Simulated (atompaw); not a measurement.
**Scattering properties, PAW (atompaw) potential for scandium**

```
Element                 : scandium
Generator               : atompaw 4.2.0.5
Type                    : PAW
Functional              : PBE
Relativity              : scalar-relativistic
Frozen core             : [Ne]
Valence charge          : 11
Reference configuration : 3s2 3p6 3d1 4s1 4p1
Partial waves           : 3s (bound): rc 1.15 bohr; 4s (bound): rc 2.15 bohr; 3p (bound): rc 1.20 bohr; 4p (bound): rc 1.80 bohr; 3d (bound): rc 2.15 bohr; 3d channel at 7.64 Ry: rc 2.15 bohr
Local potential         : vpsmatchnc scheme with l = 3 at 0 Ry, radius 1.65 bohr
Core correction         : smooth core density matched at 2.10 bohr
Augmentation charge     : sinc compensation charge, radius 1.60 bohr; PAW radius 2.15 bohr; waves and projectors: custom polynom vanderbiltortho
```

The phase is arctan(r·u′/u) with u = r·R(r), unwrapped; energies in Ry, scanned from -6 to 5 Ry. A pole is an energy at which the radial function vanishes at the test radius. The pseudo phase is shifted by a multiple of π to meet the all-electron one at the reference energy, and phase errors are pseudo minus all-electron; the curves can meet again beyond the range given. Levels narrower than the energy grid can be missing from the lists of poles.

For each channel, where are the poles, and over which energies does the pseudopotential scatter like the atom?

| channel | radius (bohr) | reference energy (Ry) | poles, all-electron | poles, pseudo | unbroken range about the reference energy with phases within 0.05 rad | phase error 1 Ry above the reference energy (rad) |
| --- | --- | --- | --- | --- | --- | --- |
| s | 2.15 | -0.36 | -3.94 | -3.94, 3.43 | below 0.9 | -0.023 |
| p | 2.15 | -0.15 | -2.23 | -2.23 | below 2.1 | -0.002 |
| d | 2.15 | -0.32 | 0.40 | 0.43 | below 2.1 | +0.013 |

Phases in the d channel:

```tsv
E (Ry)	all-electron	pseudo
-6.00	1.378	1.380
-5.76	1.374	1.376
-5.52	1.369	1.372
-5.28	1.365	1.367
-5.04	1.359	1.362
-4.80	1.354	1.357
-4.56	1.348	1.351
-4.32	1.341	1.344
-4.08	1.334	1.337
-3.84	1.326	1.329
-3.60	1.317	1.320
-3.36	1.306	1.310
-3.12	1.294	1.299
-2.88	1.281	1.286
-2.64	1.265	1.270
-2.40	1.246	1.252
-2.16	1.223	1.229
-1.92	1.193	1.200
-1.68	1.153	1.161
-1.44	1.097	1.105
-1.20	1.010	1.020
-0.96	0.858	0.869
-0.72	0.533	0.544
-0.48	-0.205	-0.201
-0.24	-0.981	-0.980
0.00	-1.333	-1.328
0.24	-1.500	-1.492
0.48	-1.598	-1.587
0.72	-1.667	-1.653
0.96	-1.722	-1.705
1.20	-1.772	-1.750
1.44	-1.820	-1.794
1.68	-1.871	-1.838
1.92	-1.929	-1.887
2.16	-1.999	-1.944
2.40	-2.090	-2.016
2.64	-2.215	-2.110
2.88	-2.396	-2.243
3.12	-2.667	-2.440
3.36	-3.047	-2.740
3.60	-3.472	-3.154
3.84	-3.820	-3.583
4.08	-4.058	-3.909
4.32	-4.216	-4.125
4.56	-4.324	-4.267
4.80	-4.402	-4.365
```
